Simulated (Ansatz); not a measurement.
CH6OSSn (`C[O][SnH2][SH]`), charge 0, multiplicity 1.

Question: Give a relaxed structure at PBE0-D4/def2-TZVP (the Gaussian-basis code of Ansatz). (An estimate is asked.)

Answer: Ansatz gave: 
Cartesian coordinates in Å:
```
C -1.215 0.780 -0.783
O -0.709 -0.524 -0.908
Sn 0.612 -1.181 0.386
S 2.458 0.349 0.438
H -1.779 0.924 0.150
H -0.424 1.541 -0.825
H -1.899 0.962 -1.617
H 1.108 -2.667 -0.261
H -0.121 -1.205 1.928
H 1.968 1.022 1.492
```
This is one stationary point; other conformers may exist.
